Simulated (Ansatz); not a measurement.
Cartesian coordinates (Å):
SMILES: [CH2-]F
```xyz
4

C     -0.1156    -0.0056     0.4051
F      1.2694     0.0067    -0.1516
H     -0.5675    -0.8680    -0.1394
H     -0.5728     0.8692    -0.1146
```
Charge -1, spin multiplicity 1.

These are frozen-core CCSD(T)/aug-cc-pVTZ // PBE0-D3(BJ)/def2-TZVPD run with Ansatz (a quantum-chemistry and plane-wave program) values and carry that method's errors.

HF energy: -138.41714 Ha
MP2 correlation energy: -0.45855 Ha

**Question.** Estimate the CCSD correlation energy, the (T) correction, the total energy and the T1 diagnostic.

**Answer.** 
* **CCSD correlation energy**: -0.46950 Ha
* **(T) correction**: -0.01781 Ha
* **CCSD(T) total energy**: -138.90444 Ha
* **T1 diagnostic**: 0.015
